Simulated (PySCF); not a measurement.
Ionisation energy of As⁺ by level of theory

As⁺ [Ar] 3d10 4s2 4p2 (3P) → As²⁺ [Ar] 3d10 4s2 4p1 (2P), as a difference of total energies. Calculation: PySCF 2.14, in aug-cc-pVQZ-DK; the spin-free X2C one-electron Hamiltonian (Gaussian nucleus). Correlated levels: valence: [Ar] 3d10 frozen. The calculations carry no spin-orbit coupling.

```csv
method,ionisation energy (eV),plus first-order spin-orbit estimate,error of that sum (eV)
UHF,17.979,17.946,-0.643
LDA,18.652,18.619,+0.030
PBE,18.495,18.462,-0.127
PBE0,18.552,18.519,-0.070
r2SCAN,18.718,18.684,+0.095
BHandHLYP,18.418,18.385,-0.204
MN15,18.617,18.584,-0.005
HSE06,18.542,18.509,-0.080
B3LYP,18.522,18.489,-0.100
MP2 (valence),18.386,18.353,-0.236
SCS-MP2 (valence),18.312,18.278,-0.311
```

Reference: 18.589 eV (measured; NIST Atomic Spectra Database, ionization energies).

A first-order spin-orbit estimate (lowest level to lowest level, LS coupling) adds -0.034 eV.

Errors of the correlated levels include the incompleteness of this basis and the frozen core.
